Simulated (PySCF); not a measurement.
FH₆NOSi₂, SMILES N[Si@@H](O)[SiH2]F.

Geometry: r2SCAN-D4/def2-SVP. The structure was generated by enumeration; whether it is a known compound was not checked. The values are those of a single conformer.

The numbers are results of TDA-PBE/def2-SVPD run with PySCF, not measurements.

Vertical excitations. 

**Question.** List the lowest excited states. (Estimate from the structure and the level; the computed values follow.)

**Answer.** 
```json
[
 {"state": "S1", "energy (eV)": "5.10", "λ (nm)": "243", "f": "0.024", "main pairs": "HOMO→LUMO 96 %"},
 {"state": "S2", "energy (eV)": "5.63", "λ (nm)": "220", "f": "0.004", "main pairs": "HOMO→LUMO+1 54 %, HOMO−1→LUMO 44 %"},
 {"state": "S3", "energy (eV)": "5.73", "λ (nm)": "216", "f": "0.041", "main pairs": "HOMO−1→LUMO 52 %, HOMO→LUMO+1 41 %"},
 {"state": "S4", "energy (eV)": "6.09", "λ (nm)": "203", "f": "0.006", "main pairs": "HOMO−2→LUMO 99 %"},
 {"state": "S5", "energy (eV)": "6.36", "λ (nm)": "195", "f": "0.014", "main pairs": "HOMO−1→LUMO+1 70 %, HOMO→LUMO+2 22 %"},
 {"state": "S6", "energy (eV)": "6.58", "λ (nm)": "189", "f": "0.051", "main pairs": "HOMO→LUMO+2 75 %, HOMO−1→LUMO+1 17 %"},
 {"state": "S7", "energy (eV)": "6.80", "λ (nm)": "182", "f": "0.002", "main pairs": "HOMO−3→LUMO 85 %, HOMO→LUMO+3 13 %"},
 {"state": "S8", "energy (eV)": "6.90", "λ (nm)": "180", "f": "0.049", "main pairs": "HOMO→LUMO+3 75 %, HOMO−3→LUMO 12 %"},
 {"state": "S9", "energy (eV)": "6.92", "λ (nm)": "179", "f": "0.031", "main pairs": "HOMO−2→LUMO+1 91 %"},
 {"state": "S10", "energy (eV)": "7.07", "λ (nm)": "175", "f": "0.017", "main pairs": "HOMO→LUMO+4 87 %"},
 {"state": "T1", "energy (eV)": "4.64", "λ (nm)": "267", "f": "0", "main pairs": "HOMO→LUMO 95 %"},
 {"state": "T2", "energy (eV)": "5.15", "λ (nm)": "241", "f": "0", "main pairs": "HOMO−1→LUMO 94 %"},
 {"state": "T3", "energy (eV)": "5.26", "λ (nm)": "236", "f": "0", "main pairs": "HOMO→LUMO+1 94 %"},
 {"state": "T4", "energy (eV)": "5.80", "λ (nm)": "214", "f": "0", "main pairs": "HOMO−1→LUMO+1 91 %"}
]
```
Triplets are in the Tamm–Dancoff approximation.
